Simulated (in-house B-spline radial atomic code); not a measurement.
Radial electron density of Hg V (Hg4+), [Xe] 4f14 5d8. Method: Dirac-Kohn-Sham HSE06, spherical fractional occupations, exact exchange averaged over the configuration, Fermi nucleus of rms radius 5.4648 fm. Calculated with a B-spline radial code for spherical atoms.

Columns: r (bohr), 4πr²n(r) (electrons per bohr), bar.

```
0.000469    3.557 #
0.000578    4.928 #
0.000713    6.801 ##
0.000879    9.324 ###
 0.00108    12.63 ####
 0.00134    17.22 #####
 0.00165    22.99 #######
 0.00203     30.3 #########
 0.00251    39.61 ############
 0.00309    50.59 ###############
 0.00381    63.36 ###################
  0.0047    77.31 #######################
 0.00579    91.24 ###########################
 0.00715    103.8 ###############################
 0.00881    112.7 ##################################
  0.0109    116.5 ###################################
  0.0134    114.5 ##################################
  0.0165    108.7 ################################
  0.0204    103.4 ###############################
  0.0251    104.8 ###############################
   0.031    116.4 ###################################
  0.0382    134.4 ########################################
  0.0471    147.9 ############################################
  0.0581    145.9 ###########################################
  0.0716    129.9 #######################################
  0.0883    117.7 ###################################
   0.109    124.7 #####################################
   0.134    138.8 #########################################
   0.166    130.7 #######################################
   0.204    98.97 #############################
   0.252    77.67 #######################
   0.311    85.13 #########################
   0.383    91.57 ###########################
   0.472     72.9 ######################
   0.582     44.6 #############
   0.718    28.26 ########
   0.885    22.77 #######
    1.09    18.01 #####
    1.35    11.27 ###
    1.66    5.585 ##
    2.05    2.082 #
    2.52   0.5804 
    3.11   0.1048 
    3.84  0.01077 
    4.73 0.0005683
```

On this grid the curve has 4 maxima, near 0.0109, 0.0471, 0.134, 0.383 bohr.

The 5p3/2 radial function P(r) = rR(r), positive near the nucleus, with its small component Q(r) (sign convention: Q ≈ (P' + κP/r)/2c):

| r (bohr) | P | Q |
| --- | --- | --- |
| 0.000879 | 0.001195 | -0.0001746 |
| 0.00134 | 0.002628 | -0.0003897 |
| 0.00203 | 0.005656 | -0.0008457 |
| 0.00309 | 0.0121 | -0.00182 |
| 0.0047 | 0.02526 | -0.003824 |
| 0.00715 | 0.05092 | -0.00778 |
| 0.0109 | 0.09748 | -0.01513 |
| 0.0165 | 0.1694 | -0.02708 |
| 0.0251 | 0.2569 | -0.04357 |
| 0.0382 | 0.2994 | -0.05847 |
| 0.0581 | 0.1783 | -0.05689 |
| 0.0883 | -0.1609 | -0.02486 |
| 0.134 | -0.4218 | 0.02147 |
| 0.204 | -0.0646 | 0.03159 |
| 0.311 | 0.5825 | -0.004791 |
| 0.472 | 0.2308 | -0.02159 |
| 0.718 | -0.8592 | -0.001661 |
| 1.09 | -1.089 | 0.01026 |
| 1.66 | -0.4817 | 0.005353 |
| 2.52 | -0.07932 | 0.0008846 |
| 3.84 | -0.003364 | 3.68e-05 |
